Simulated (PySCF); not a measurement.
ClMoO₂, neutral, multiplicity 2. Atoms are numbered in the order given.

```xyz
4

Mo     0.0000     0.0000     0.3181
O      0.0000    -1.4027     1.2564
O      0.0000     1.4027     1.2564
Cl     0.0000     0.0000    -1.9683
```
Charge 0, spin multiplicity 2.

Coordinates come from a r2SCAN-D4/def2-SVP optimisation. A frequency run showed that this geometry is not a minimum. The multiplicity is an assumed one; other spin states were not compared. The isomer is the one that the SMILES or the coordinates give; other isomers of the formula were not compared. The def2 effective core potentials stand for the cores of Mo; spin–orbit coupling is left out.

Computed with PBE0/def2-TZVPD in PySCF.

Mulliken values depend strongly on the basis, most of all with diffuse functions as here. ESP charges are fitted to the potential on shells at 1.4 to 2.0 van der Waals radii. Atomic charges (e):

```json
[
 {"atom": "Mo1", "ESP fit": "(withheld)", "Mulliken": "1.80", "Mulliken spin": "1.11"},
 {"atom": "O2", "ESP fit": "(withheld)", "Mulliken": "-0.71", "Mulliken spin": "-0.02"},
 {"atom": "O3", "ESP fit": "(withheld)", "Mulliken": "-0.71", "Mulliken spin": "-0.02"},
 {"atom": "Cl4", "ESP fit": "(withheld)", "Mulliken": "-0.39", "Mulliken spin": "-0.06"}
]
```

Q: Complete the blanks. (An estimate is asked for; the answer gives what the named calculation found.)

A: 
- Mo1, ESP fit: 0.91
- O2, ESP fit: -0.36
- O3, ESP fit: -0.36
- Cl4, ESP fit: -0.19
